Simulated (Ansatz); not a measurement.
Basis-set extrapolation for C3H9Al, SMILES `CC[CH2][AlH2]` (PBE0-D4/def2-TZVP geometry, frozen core, Ansatz 0.2.0). Multiplicity 1, RHF reference.

```json
{"": "HF", "def2-TZVPP": "-360.796012", "def2-QZVPP": "-360.809018"}
{"": "MP2 correlation", "def2-TZVPP": "-0.617459", "def2-QZVPP": "-0.656462"}
{"": "CCSD(T) correlation", "def2-TZVPP": "-0.695085", "def2-QZVPP": "not run"}
```

Energies in hartree. Use E(X) = E(∞) + A·exp(−7.88·√X) for Hartree–Fock and E(X) = E(∞) + B·X^(−2.97) for correlation, with X = 3 and 4, and add CCSD(T) minus MP2 of the smaller set to the MP2 limit.

Problem. What is the CCSD(T) energy at the basis-set limit?

Solution. HF limit: -360.809018 + (-0.013006) × 0.13774 = -360.81081. MP2 limit: -0.656462 + (-0.039003) × 0.74074 = -0.68535. Higher-order term: -0.695085 − (-0.617459) = -0.07763. Total: -361.57379 hartree, 217.1 kJ/mol below CCSD(T)/def2-TZVPP.
